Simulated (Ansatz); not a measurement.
GeBrH3 (GeH3Br). Charge 0, multiplicity 3. Geometry PBE-D4/def2-TZVP, that of the neutral singlet; atoms count from 1.

```xyz
5

Ge   -0.073    0.174    0.038
Br    0.806   -1.933   -0.423
H     0.807    0.804    1.137
H    -1.524   -0.033    0.519
H    -0.017    0.988   -1.271
```

At PBE0-D4/def2-TZVP a singlet of charge 0 lies 5.74 eV below the triplet at the same geometry.

(1) Estimate the Mulliken populations from the PBE0/def2-TZVP orbitals of Ansatz.

(2) Where does the spin sit?

(3) And the Mayer bond orders between bonded heavy atoms (over 0.3)?

Results:

(1) 
```tsv
atom	charge (e)	spin (α − β)
Ge1	-0.20	0.76
Br2	0.09	1.02
H3	0.06	0.14
H4	0.03	0.04
H5	0.03	0.04
```
Mulliken values and Mayer orders depend strongly on the basis.

(2) Summed by element: Ge 0.76, Br 1.02, H 0.22, of 2 unpaired in all. Largest on single atoms: Br2 1.02, Ge1 0.76, H3 0.14.

(3) Ge1–Br2 0.49 (2.33 Å).
